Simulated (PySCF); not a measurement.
# Energy of Mg²⁺ (magnesium, charge +2) between two integer charges

The 2p beta orbital of [Ne] is emptied in steps (occupation f), with all orbitals relaxed, ending at [He] 2s2 2p5. All numbers are calculated (PySCF 2.14, no relativity, point nucleus, in aug-cc-pVTZ (6s5p3d2f, 50 functions)). The exact energy is a straight line in f; departures are measured from the line between the end points of the same method.

```csv
f,UHF (eV),LDA (eV),PBE (eV),PBE0 (eV),r2SCAN (eV),LC-wPBE (eV),BHandHLYP (eV),wB97X (eV),TPSS (eV),B3LYP (eV)
1,0.000,0.000,0.000,0.000,0.000,0.000,0.000,0.000,0.000,0.000
0.75,0.329,-2.836,-2.750,-1.990,-2.513,-1.679,-1.227,-1.587,-2.667,-2.148
0.5,0.418,-3.795,-3.666,-2.655,-3.313,-2.234,-1.647,-2.109,-3.551,-2.869
0.25,0.299,-2.852,-2.740,-1.986,-2.453,-1.663,-1.241,-1.564,-2.650,-2.152
0,0.000,0.000,0.000,0.000,0.000,0.000,0.000,0.000,0.000,0.000
```

For BHandHLYP, how does the orbital energy at f = 1 compare with the removal energy?

−ε = 75.109 eV against a total-energy difference of 81.598 eV. By Janak's theorem ε = ∂E/∂f, so the gap between them reflects the curvature. Along the path −ε is 78.289 (f = 0.75), 81.559 (f = 0.5), 84.886 (f = 0.25) eV.

```csv
method,E(f=0) − E(f=1) (eV),−ε at f=1 (eV),−ε at f=0.5 (eV)
UHF,80.001,81.850,79.921
LDA,82.130,67.088,82.086
PBE,81.658,67.024,81.683
PBE0,81.599,71.016,81.609
r2SCAN,81.749,68.242,81.921
LC-wPBE,81.819,72.888,81.856
BHandHLYP,81.598,75.109,81.559
wB97X,81.497,73.052,81.552
TPSS,81.530,67.322,81.572
B3LYP,81.906,70.493,81.895
```

Reference removal energy between the ground levels: 80.144 eV (measured; NIST Atomic Spectra Database, ionization energies). The calculation has no spin-orbit coupling. UHF lacks correlation.
